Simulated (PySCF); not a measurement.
GeF₂ClBr, SMILES [F][Ge]([F])([Cl])[Br].

Geometry: TPSSh-D3(BJ)/def2-SVP.

Two levels are set side by side: PBE/def2-TZVP (PySCF) and M06-2X/def2-TZVP (PySCF). Same geometry, gas phase. Differences are taken from unrounded values.

```
quantity                     M06-2X    PBE  PBE minus M06-2X
---------------------------  ------  -----  ----------------
orbital gap (eV)               9.75   4.87             -4.88
highest occupied level (eV)  -10.86  -8.20              2.66
lowest empty level (eV)       -1.11  -3.33             -2.22
dipole moment (D)              1.56   1.40             -0.16
mean polarisability (bohr³)    54.9   58.6               3.7
```

Without exact exchange PBE keeps part of each electron's self-repulsion, which lifts occupied levels and narrows the gap. PBE's more diffuse valence density responds more strongly to a field. Differences between two approximate levels are no errors against the true value.

Rough cost on one machine, each run with all the roots and properties that it gave: M06-2X against PBE about 2 times.
